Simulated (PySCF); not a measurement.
**Ionisation energy of Tm⁶⁵⁺ by level of theory**

Tm⁶⁵⁺ [He] 2s2 → Tm⁶⁶⁺ [He] 2s1 [2s1/2^1, M_J = 1/2], as a difference of total energies. Computed with PySCF 2.14 in an uncontracted even-tempered set (17 s from 49 bohr⁻², ratio 2.4; 13 p from 64 bohr⁻², ratio 2.4; 5 d from 200 bohr⁻², ratio 2.6; 4 f from 300 bohr⁻², ratio 2.6), with the two-component X2C-1e Hamiltonian. Correlated levels: nothing frozen; the 30 highest virtual spinors dropped. "Screened" scales the spin-orbit matrix elements by Boettger's factors to mimic the two-electron term; Breit and QED terms are absent.

```tsv
method	ionisation energy (eV)
GMP2 (spin-free)	16531.8
GHF (screened spin-orbit)	16526.8
GMP2 (screened spin-orbit)	16533.4
```

Question: How much does correlation contribute at GMP2 (screened spin-orbit)?

Answer: 16533.4 − (16526.8) = 6.6 eV, measured against GHF (screened spin-orbit).

For this ion Breit and QED terms and the two-electron picture change, all absent here, outweigh the correlation shift from GHF to GMP2.

For comparison: 16510 ± 30 eV (theoretical estimate listed by NIST; NIST Atomic Spectra Database, ionization energies).
